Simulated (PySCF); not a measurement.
C₃H₈FNSi, SMILES CC/N=C/[SiH2]F. Atoms are numbered in the order given.

```xyz
14

C     -3.0872    -0.9677     0.3040
C     -1.7991    -0.9389     1.1100
N     -0.6603    -0.7571     0.2459
C      0.1165     0.2307     0.4251
Si     1.5495     0.3400    -0.7870
F      2.4317     1.6656    -0.4395
H     -3.2617     0.0001    -0.1902
H     -3.9478    -1.1811     0.9549
H     -3.0367    -1.7417    -0.4756
H     -1.6701    -1.9104     1.6186
H     -1.8452    -0.1571     1.8971
H     -0.0494     0.9678     1.2442
H      2.4336    -0.8495    -0.6536
H      1.0396     0.4759    -2.1782
```

Geometry optimised at PBE0-D3(BJ)/def2-SVP. The structure was generated by enumeration; whether it is a known compound was not checked. One conformer was computed; it need not be the lowest.

The numbers are results of PBE0/pcSseg-1 in PySCF, not measurements.

GIAO shieldings, no solvent; atoms listed in one row are averaged. δ = σ(ref) − σ: ¹³C against TMS (σ = 186.3 ppm); ¹⁵N against NH3 (σ = 267.4 ppm); ²⁹Si against TMS (σ = 352.7 ppm); ¹⁹F against CFCl3 (σ = 167.2 ppm); ¹H against TMS (σ = 31.56 ppm), references at their B3LYP-D3(BJ)/def2-TZVP geometries, non-relativistic.

Computed chemical shifts:
```csv
nucleus,atoms,count,δ (ppm)
¹³C,C4,1,180.7
¹³C,C2,1,69.4
¹³C,C1,1,20.2
¹⁵N,N3,1,472.2
²⁹Si,Si5,1,-19.0
¹⁹F,F6,1,-226.3
¹H,H12,1,8.93
¹H,"H13, H14",2,5.31
¹H,H10,1,4.48
¹H,H11,1,3.21
¹H,"H7, H8, H9",3,1.61
```
